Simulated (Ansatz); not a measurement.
`C#CC(=C)[SiH3]` + `[NH2][SbH2]` → `[SiH3][NH][SbH2]` + `C#CC=C`  (ligand exchange at the Si–C bond)

Calculated with Ansatz (gas phase, PBE0-D4/def2-TZVP geometries, no zero-point term in ΔE). CCSD(T)/CBS adds triple-zeta CCSD(T) − MP2 to the extrapolated MP2 energy (def2 sets, frozen cores). def2 core potentials past Kr. For Sb outer-core shells are correlated without core-valence functions, which leaves a few kJ/mol of doubt a bond.

| level | ΔE (eV) |
| --- | --- |
| HF/def2-TZVPP | -0.68 |
| MP2/CBS(def2) | -0.60 |

(1) What does CCSD(T)/CBS give? (Best estimate.)

Largest T1 diagnostic among the species: 0.013.

## Answers

(1) The calculation gave: -0.59 eV. The listed levels differ from it by -0.09, -0.01 eV.

In def2-TZVPP, CCSD(T) changes the Hartree–Fock value by +0.11 eV (the triples alone add +0.02 eV) and MP2 by +0.10 eV. From PBE to PBE0 (25 % exact exchange), in def2-TZVPP and without D4, ΔE moves by −0.05 eV.
